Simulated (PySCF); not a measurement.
**A small calculation by hand: entropy of an ideal gas**

Se(H)(NH2) (H₃NSe), SMILES [SeH]N.

The structure is a stationary point at PBE0-D3(BJ)/def2-TZVP.

PySCF with PBE0-D3(BJ)/def2-TZVP gives the harmonic wavenumbers 462, 588, 797, 891, 1054, 1593, 2338, 3542, 3647 cm⁻¹ and the rotational temperatures 6.2923, 0.4909, 0.4803 K. The molar mass is 96.00 g/mol, the symmetry number 1, the spin multiplicity 1.

Q: Work out the entropy at 298.15 K and 1 atm in the rigid-rotor, harmonic-oscillator model.

A: 
Translation (Sackur–Tetrode at 1 atm): S = R[1.5 ln M + 2.5 ln T − 1.16487] = 165.7 J/(mol K).
Rotation: q = (√π/σ) T^1.5/√(θA θB θC) = 7490, S = R[ln q + 3/2] = 86.6 J/(mol K).
Vibration: with u = 1.4388 ν/T, each mode gives R[u/(e^u − 1) − ln(1 − e^−u)]:
| ν (cm⁻¹) | modes | u | S (J/(mol K)) |
|---|---|---|---|
| 462 | 1 | 2.23 | 3.18 |
| 588 | 1 | 2.84 | 1.97 |
| 797 | 1 | 3.85 | 0.88 |
| 891 | 1 | 4.30 | 0.61 |
| 1054 | 1 | 5.09 | 0.31 |
| 1593 | 1 | 7.69 | 0.03 |
The stiffer modes add less than 0.005 each. Sum 7.0 J/(mol K).
Spin: R ln 1 = 0.0 J/(mol K).
Total 259.3 J/(mol K); the program's own thermochemistry gives 259.3. Translation makes up 64 % and vibration 3 %. Anharmonicity, hindered rotation and orbital degeneracy are left out.
